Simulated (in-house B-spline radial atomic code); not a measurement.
Values are calculated unless marked as measured or tabulated.
## Be ion on N atom: potential, deflection and energy transfer

The pair potential comes from two frozen, spherical free-atom densities (PBE, B-spline radial code, scalar-relativistic past argon): electrostatics plus the change in Thomas-Fermi kinetic and Dirac exchange energy where they overlap, the recipe behind the universal ZBL potential, which averages such potentials (from solid-state densities) over many pairs. It is written V = (Z1 Z2 e²/r) φ(r/a), with e² = 14.3996 eV·Å and a = 0.46850 Å/(Z1^0.23 + Z2^0.23); ZBL's fit is φ = 0.18175 e^(−3.1998x) + 0.50986 e^(−0.94229x) + 0.28022 e^(−0.4029x) + 0.02817 e^(−0.20162x). Where φ falls below 4e-4 it is continued as an exponential.

Masses 9.01 and 14.01 u.

```json
{"x = r/a": "0.1", "φ, this pair": "0.9151", "φ, ZBL": "0.8928"}
{"x = r/a": "0.25", "φ, this pair": "0.8012", "φ, ZBL": "0.7647"}
{"x = r/a": "0.5", "φ, this pair": "0.6548", "φ, ZBL": "0.6096"}
{"x = r/a": "1", "φ, this pair": "0.4659", "φ, ZBL": "0.4164"}
{"x = r/a": "1.5", "φ, this pair": "0.3439", "φ, ZBL": "0.2995"}
{"x = r/a": "2", "φ, this pair": "0.2605", "φ, ZBL": "0.2218"}
{"x = r/a": "3", "φ, this pair": "0.1606", "φ, ZBL": "0.1292"}
{"x = r/a": "4", "φ, this pair": "0.1024", "φ, ZBL": "0.08026"}
{"x = r/a": "5", "φ, this pair": "0.06422", "φ, ZBL": "0.05224"}
{"x = r/a": "6.5", "φ, this pair": "0.03129", "φ, ZBL": "0.02914"}
{"x = r/a": "8", "φ, this pair": "0.01597", "φ, ZBL": "0.01705"}
{"x = r/a": "10", "φ, this pair": "0.007538", "φ, ZBL": "0.008778"}
{"x = r/a": "12", "φ, this pair": "0.003926", "φ, ZBL": "0.00474"}
{"x = r/a": "14.5", "φ, this pair": "0.001654", "φ, ZBL": "0.002328"}
{"x = r/a": "17", "φ, this pair": "0.0005503", "φ, ZBL": "0.001212"}
```

**Question.** At x = 1 the electrostatic, kinetic and exchange parts are 852.4, 357.3 and -30.95 eV. Find r, V and φ.

**Answer.** a = 0.46850/(1.3755 + 1.5645) = 0.15935 Å, so r = 0.15935 Å. V = 852.4 + 357.3 + (-30.95) = 1178.75 eV. The bare repulsion is 4 × 7 × 14.3996/0.15935 = 2530.2 eV, so φ = 0.4659, +11.9 % against ZBL's 0.4164. The kinetic (Pauli) term is 30 % of V here.

**Question.** The ion comes in at 0.4157 keV with impact parameter 0.0797 Å. The scattering integral gives a centre-of-mass angle of 142.5° and a closest approach of 2.32 a. What are the reduced energy, the energy passed on and the laboratory angles?

**Answer.** ε = E a M2/(Z1 Z2 e² (M1 + M2)) = 415.7 × 2.4054e-04 = 0.1. The most that one collision can pass on is γE with γ = 4 M1 M2/(M1 + M2)² = 0.9528. Here T = γE sin²(θ/2) = 0.9528 × 415.7 × 0.8969 = 355.3 eV. The ion turns by arctan(sin θ/(cos θ + M1/M2)) = 103.9° (second quadrant: it bounces back), and the struck atom leaves at (180° − θ)/2 = 18.7°. The closest approach is 0.370 Å. With ZBL the angle would be 139.86° and T = 349.5 eV.
